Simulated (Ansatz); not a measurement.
Isolated molecules relaxed with PBE0-D4/def2-TZVP in Ansatz; ΔE leaves out vibrations. CCSD(T)/CBS is the MP2 limit (def2-TZVPP, def2-QZVPP) plus CCSD(T) − MP2 in def2-TZVPP, frozen cores. This one scheme is used for every species. DFT in def2-TZVPP. B3LYP here is the variant with VWN-RPA as its local correlation; programs differ in this. Elements past krypton have def2 core potentials. For Sn outer-core shells are correlated without core-valence functions, which leaves a few kJ/mol of doubt a bond. One conformer a species, not always the lowest.

`C[Si](F)(F)C=O` + `[SnH4]` → `C[Si](F)(F)[SnH3]` + `C=O`  (formal exchange of groups at the Si–C bond)

`C[Si](F)(F)C=O`:

Cartesian coordinates in Å:
```
C 0.096 -1.429 0.210
Si -0.265 0.174 -0.601
F 0.520 0.319 -1.977
F -1.811 0.313 -0.952
C 0.208 1.679 0.483
O 0.692 1.506 1.575
H 1.162 -1.509 0.436
H -0.455 -1.512 1.149
H -0.188 -2.261 -0.438
H 0.040 2.719 0.114
```

`[SnH4]`:

```xyz
5

Sn    0.000    0.000    0.000
H     1.270   -1.136    0.025
H    -0.644    0.166    1.569
H    -1.220   -0.535   -1.062
H     0.595    1.505   -0.532
```

`C[Si](F)(F)[SnH3]`:

```xyz
11

C     0.809   -1.127   -1.225
Si   -0.620   -0.555   -0.203
F    -1.846   -0.235   -1.177
F    -1.100   -1.765    0.723
Sn   -0.217    1.497    1.290
H     1.135   -0.338   -1.906
H     0.523   -2.000   -1.817
H     1.653   -1.401   -0.587
H     0.229    2.841    0.338
H    -1.618    1.897    2.174
H     1.051    1.186    2.390
```

`C=O`:

Cartesian coordinates in Å:
```
C -0.001 0.005 0.001
O 0.245 -1.154 -0.161
H 0.793 0.779 0.011
H -1.037 0.370 0.149
```

```json
{"level": "B3LYP-D4", "ΔE (kJ/mol)": "-30.0", "difference from CCSD(T)/CBS": "3.7"}
{"level": "ωB97M-V", "ΔE (kJ/mol)": "-25.3", "difference from CCSD(T)/CBS": "8.4"}
{"level": "B2PLYP", "ΔE (kJ/mol)": "-27.9", "difference from CCSD(T)/CBS": "5.8"}
{"level": "PBE", "ΔE (kJ/mol)": "-34.1", "difference from CCSD(T)/CBS": "-0.4"}
{"level": "r2SCAN", "ΔE (kJ/mol)": "-28.7", "difference from CCSD(T)/CBS": "5.0"}
{"level": "B3LYP", "ΔE (kJ/mol)": "-28.2", "difference from CCSD(T)/CBS": "5.5"}
{"level": "HF/def2-TZVPP", "ΔE (kJ/mol)": "-21.6", "difference from CCSD(T)/CBS": "12.1"}
{"level": "CCSD(T)/def2-TZVPP", "ΔE (kJ/mol)": "-26.3", "difference from CCSD(T)/CBS": "7.4"}
{"level": "SCS-MP2/def2-QZVPP", "ΔE (kJ/mol)": "-30.5", "difference from CCSD(T)/CBS": "3.2"}
{"level": "CCSD/CBS(def2)", "ΔE (kJ/mol)": "-33.5", "difference from CCSD(T)/CBS": "0.2"}
{"level": "CCSD(T)/CBS", "ΔE (kJ/mol)": "-33.7", "difference from CCSD(T)/CBS": "0"}
```

Largest T1 diagnostic among the species: 0.015.

In def2-TZVPP, CCSD(T) changes the Hartree–Fock value by −4.7 kJ/mol (the triples alone add −0.3 kJ/mol) and MP2 by −8.2 kJ/mol.
